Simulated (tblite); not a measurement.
Species: C₅H₆OS.
SMILES with atom numbers: `[CH:1]#[C:2][C:3](=[CH2:4])[S@@:5]([CH3:6])=[O:7]` (hydrogens: H8 on C1; H9, H10 on C4; H11, H12, H13 on C6)

Computed with GFN2-xTB (tblite), gas phase: L-BFGS steps from a force-field or distance-geometry start until the largest atomic force falls under 0.01 eV/Å.

The end geometry, which sets the zero of energy:
```
atom  x, y, z in Å
C1     -1.5912   -2.1200   -0.0929
C2     -1.2231   -0.9923    0.1028
C3     -0.7194    0.2933    0.3410
C4     -1.3160    1.4504    0.1002
S5      0.9620    0.3300    1.1118
C6      1.7853   -0.2909   -0.4255
O7      1.3061    1.7466    1.2135
H8     -1.9479   -3.0914   -0.2644
H9     -0.7971    2.3632    0.3478
H10    -2.2973    1.5270   -0.3366
H11     1.3953   -1.2777   -0.6470
H12     2.8517   -0.3371   -0.2301
H13     1.5872    0.3993   -1.2383
```

**Question.** These geometries come from the run, each turned onto the end geometry. Order them by energy, lowest first.
A.
```
atom  x, y, z in Å
C1     -1.6539   -2.0960   -0.1349
C2     -1.2051   -1.0029    0.0859
C3     -0.7049    0.2839    0.3300
C4     -1.3413    1.4304    0.1368
S5      0.9838    0.3761    1.0849
C6      1.8378   -0.3057   -0.4153
O7      1.2970    1.8030    1.1340
H8     -2.0688   -3.0407   -0.3248
H9     -0.8324    2.3469    0.3934
H10    -2.3406    1.4980   -0.2601
H11     1.5343   -1.3409   -0.5398
H12     2.9051   -0.2454   -0.2237
H13     1.5846    0.2937   -1.2841
```
B.
```
atom  x, y, z in Å
C1     -1.5990   -2.1081   -0.1177
C2     -1.2289   -0.9849    0.0980
C3     -0.7266    0.2989    0.3439
C4     -1.3225    1.4595    0.1192
S5      0.9603    0.3415    1.1044
C6      1.7887   -0.3097   -0.4167
O7      1.3067    1.7594    1.1756
H8     -1.9412   -3.0810   -0.3066
H9     -0.7992    2.3669    0.3764
H10    -2.3039    1.5456   -0.3136
H11     1.4674   -1.3323   -0.5759
H12     2.8588   -0.2747   -0.2422
H13     1.5350    0.3192   -1.2624
```
C.
```
atom  x, y, z in Å
C1     -1.6348   -2.1052   -0.1301
C2     -1.2276   -0.9945    0.0834
C3     -0.7156    0.2844    0.3377
C4     -1.3269    1.4418    0.1360
S5      0.9747    0.3625    1.0894
C6      1.8225   -0.3042   -0.4150
O7      1.2895    1.7888    1.1362
H8     -2.0182   -3.0633   -0.3175
H9     -0.8075    2.3521    0.3916
H10    -2.3163    1.5171   -0.2790
H11     1.4999   -1.3314   -0.5450
H12     2.8916   -0.2510   -0.2293
H13     1.5642    0.3032   -1.2761
```
D.
```
atom  x, y, z in Å
C1     -1.6889   -2.0594   -0.1384
C2     -1.2081   -0.9821    0.0867
C3     -0.6865    0.2967    0.3325
C4     -1.3662    1.4214    0.1459
S5      1.0032    0.3634    1.0824
C6      1.8703   -0.3090   -0.4130
O7      1.3453    1.7814    1.1325
H8     -2.1180   -2.9968   -0.3305
H9     -0.9187    2.3745    0.3742
H10    -2.3724    1.4121   -0.2428
H11     1.5840   -1.3468   -0.5415
H12     2.9363   -0.2321   -0.2149
H13     1.6154    0.2771   -1.2908
```
E.
```
atom  x, y, z in Å
C1     -1.6965   -2.0641   -0.1405
C2     -1.2315   -0.9786    0.0764
C3     -0.6529    0.2905    0.3570
C4     -1.3597    1.4261    0.1414
S5      0.9895    0.3606    1.0417
C6      1.8628   -0.3058   -0.4046
O7      1.3693    1.8135    1.1533
H8     -2.1295   -3.0107   -0.3335
H9     -0.9361    2.3930    0.3737
H10    -2.3744    1.3944   -0.2381
H11     1.6000   -1.3569   -0.5477
H12     2.9381   -0.2366   -0.2111
H13     1.6164    0.2749   -1.2857
```

**Answer.** B (0.002 eV), C (0.006 eV), A (0.011 eV), D (0.025 eV), E (0.168 eV).

In the order of the answer:

| step | E above end (eV) | largest force (eV/Å) | rms force component (eV/Å) | rms distance from end (Å) | rms bond change (Å) | bond most changed (Å) |
| --- | --- | --- | --- | --- | --- | --- |
| 30 | 0.002 | 0.04 | 0.015 | 0.052 | 0.001 | C3–S5 +0.001 |
| 23 | 0.006 | 0.07 | 0.023 | 0.076 | 0.001 | C3–S5 +0.002 |
| 15 | 0.011 | 0.10 | 0.034 | 0.095 | 0.002 | S5–C6 +0.005 |
| 7 | 0.025 | 0.12 | 0.042 | 0.129 | 0.002 | S5–C6 +0.004 |
| 0 | 0.168 | 2.41 | 0.681 | 0.137 | 0.029 | C3–S5 -0.069 |

Run on one thread of an Arm Neoverse N1, on a shared host.
